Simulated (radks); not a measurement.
Values are calculated unless marked as measured or tabulated.
Problem. These are the eigenvalues of the occupied orbitals of an atom or ion with whole-number occupations (eV). Level of theory: scalar-relativistic Kohn-Sham, LDA (Slater exchange, Perdew-Zunger correlation), spin-polarised, spherical densities, point nucleus (a radial shooting solver on a logarithmic mesh with Libxc functionals).

orbital  eigenvalue
1s        -17842.19
2s        -2510.197
2p        -2244.925
3s        -446.5877
3p        -360.1828
3d        -217.9320
4s         -95.6644
4p         -72.9255

Which element is it, and in what charge state? The configuration may be excited. Open shells, if any, are filled with parallel spins first.

Solution. Z = 40, zirconium, charge +4: Zr4+ in [Kr]. The list shows which subshells hold electrons but not how many an open one holds; the 1s level, -655.69 hartree, gives Z - s = 36.2 by -(Z - s)^2/2, which with screening and relativity narrows Z to a few neighbours, and the depths of the outer levels then fix element, charge and occupations together.
